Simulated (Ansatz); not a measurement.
Ideal-gas functions of F2HOSc, SMILES `[OH][Sc]([F])[F]` at 500 K and 1 bar, from an Ansatz frequency run at PBE0-D4/def2-TZVP.

Molar mass 99.96 g/mol, point group C2v (symmetry number 2), electronic degeneracy 1, moments of inertia 95.886, 96.443, 192.329 u Å². Harmonic wavenumbers (cm⁻¹, unscaled): 94, 162, 169, 186, 420, 633, 712, 765, 4005.

Use S(trans) = R[1.5 ln M + 2.5 ln T − 1.1517]; rotational temperatures θ = 24.2544 K / I; S(rot) = R[ln(√π/σ · √(T³/θAθBθC)) + 1.5]; for each mode x = 1.438777 ν̃/T, S = R[x/(eˣ − 1) − ln(1 − e⁻ˣ)] and H = RT x/(eˣ − 1); 1 cm⁻¹ = 0.0119627 kJ/mol; R = 8.31446 J/(mol·K).

Q: By hand: the entropy, in J/(mol·K).

A: Translation 177.0. Rotation: θ = 0.253, 0.2515, 0.1261 K, giving 109.0. Vibration, mode by mode: 19.21, 14.74, 14.39, 13.61, 7.23, 4.39, 3.67, 3.25, 0.00, in all 80.5. Electronic 0.0. Sum 366.5 J/(mol·K).

Q: By hand: H − E and G − E in kJ/mol, counted from the electronic energy.

A: Zero-point energy ½ × 7146 × 0.0119627 = 42.7; thermal vibration 19.3; translation, rotation and pV give 4 RT = 16.6. H − E = 78.6 kJ/mol, and G − E = 78.6 − 500 × 366.5/1000 = -104.6 kJ/mol.

Vibration gives 22 % of the entropy, 19.2 J/(mol·K) of it from the mode under 150 cm⁻¹: soft modes count most, and the harmonic formula is weakest for them. The sum counts one conformer and one mirror image; others add a mixing term.
